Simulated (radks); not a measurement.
Values are calculated unless marked as measured or tabulated.
Q: The chlorine anion Cl-, [Ar], held by a Watson sphere: a shell of charge +0.96 at radius R that stands for the Madelung well of a crystal (potential energy -0.96/R inside, -0.96/r outside, in hartree with lengths in bohr). Code: a radial shooting solver on a logarithmic mesh with Libxc functionals. Model: scalar-relativistic Kohn-Sham, PBE, spin-polarised, spherical densities, point nucleus. Response by self-consistent Sternheimer equations with the Hartree and adiabatic LDA kernel, the relativistic mass of each level held fixed and spin-orbit coupling left out. The sphere does not respond.

R (bohr)  e(2p) (eV)  e(3s) (eV)  e(3p) (eV)  <r> 3p (bohr)  sum of <r^2> (bohr^2)  X-ray form factor at sin(theta)/lambda = 0.3 1/angstrom  alpha (bohr^3)
2.42         -189.10     -19.690      -8.009          1.922                  34.31                                                    9.552           20.75
2.8          -188.79     -19.032      -7.422          1.956                  35.49                                                    9.545           23.43
3.18         -188.41     -18.437      -6.858          1.983                  36.46                                                    9.546           26.18
3.19         -188.40     -18.422      -6.844          1.983                  36.49                                                    9.546           26.26
3.84         -187.71     -17.549      -5.983          2.014                  37.73                                                    9.550           30.83
3.95         -187.60     -17.417      -5.851          2.018                  37.89                                                    9.550           31.56
4.53         -187.04     -16.790      -5.222          2.035                  38.62                                                    9.552           35.20

Estimate the row for R = 1.85 bohr.

A: e(2p) (eV) -189.38; e(3s) (eV) -20.777; e(3p) (eV) -8.844; <r> 3p (bohr) 1.856; sum of <r^2> (bohr^2) 32.15; X-ray form factor at sin(theta)/lambda = 0.3 1/angstrom 9.602; alpha (bohr^3) 17.17.
